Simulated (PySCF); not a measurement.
**Xe(24+): ionisation energy**

Xe(24+) [Ar] 3d10 4s2 → Xe(25+) [Ar] 3d10 4s1 [4s1/2^1, M_J = 1/2], as a difference of total energies. Computed with PySCF 2.14 in an even-tempered Gaussian basis (17 s from 1.8 bohr⁻², ratio 2.8; 13 p from 2.3 bohr⁻², ratio 2.8; 8 d from 4.2 bohr⁻², ratio 2.8; 4 f from 11 bohr⁻², ratio 3), with the two-component X2C-1e Hamiltonian. Correlated levels: [Ne] frozen; the 74 highest virtual spinors dropped. "Screened" scales the spin-orbit matrix elements by Boettger's factors to mimic the two-electron term; Breit and QED terms are absent.

| method | ionisation energy (eV) |
| --- | --- |
| GHF (spin-free) | 813.20 |
| GMP2 (spin-free) | 815.67 |
| GHF (screened spin-orbit) | 813.16 |
| GMP2 (screened spin-orbit) | 815.64 |

Problem. How much does correlation contribute at GMP2 (screened spin-orbit)?

Solution. 815.64 − (813.16) = 2.48 eV, measured against GHF (screened spin-orbit).

Breit and QED terms and the two-electron picture change are absent.

For comparison: 818 ± 4 eV (theoretical estimate listed by NIST; NIST Atomic Spectra Database, ionization energies).
